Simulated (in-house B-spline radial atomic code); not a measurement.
Atomic self-consistent-field run: Pt⁷¹⁺. Method: scalar-relativistic (X2C) TPSSh, spin-polarised, spherical fractional occupations, exact exchange averaged over the configuration, Fermi nucleus of rms radius 5.427 fm. Calculated with an all-electron radial atomic-structure program (B-spline basis).

Command:
```bash
python run_scf.py task.json out
```
Settings (nuclear radius in fm, mass in u):
```
Z                78
configuration    [He] 2s2 2p3
hamiltonian      x2c
method           tpssh
spin_polarised   True
nucleus          fermi
rms_radius       5.427
atomic_mass      194.96479
speed_of_light   137.035999084
exact_exchange   averaged over the configuration
```

Output (hartree, bohr):
```
 radial grid: 50 intervals, B-splines of order 8, outer radius 0.5579 bohr

 iter        energy (Eh)    residual
    1      -10401.501608    2.00e-01
    2      -10401.503834    8.58e-04
    3      -10401.503834    4.29e-04
    4      -10401.503834    2.14e-04
    5      -10401.503834    1.66e-06
    6      -10401.503834    1.01e-06
    7      -10401.503834    6.97e-07

 total energy                    -10401.50383
 kinetic                           12559.4239
 electron-nucleus                 -23334.0319
 Hartree                             489.5759
 exact exchange                      -11.5165
 exchange-correlation               -104.9553

 orbital      occ     eigenvalue          <r>       <r^2>       <1/r>       r_max
 1s up      1.000     -3165.2183    0.0162769 0.000373289     104.274    0.009631
 1s down    1.000     -3162.6915    0.0162609 0.000372511     104.352    0.009627
 2s up      1.000      -763.1472    0.0693454  0.00573658     25.3244     0.05992
 2s down    1.000      -758.8751    0.0695228  0.00576552     25.2198     0.06003
 2p up      3.000      -702.1822    0.0621326  0.00470539     20.6383     0.04863
```

Time taken, with all properties: 0.32 s on 1 thread of Arm Neoverse N1, on a shared host.

One-electron X2C: radii and densities carry no picture-change correction, so inner-shell <1/r> comes out high (for 1s by about 2 % at Z = 33, 5 % at 54, 10 % at 75, 30 % at 118) and <r> low.
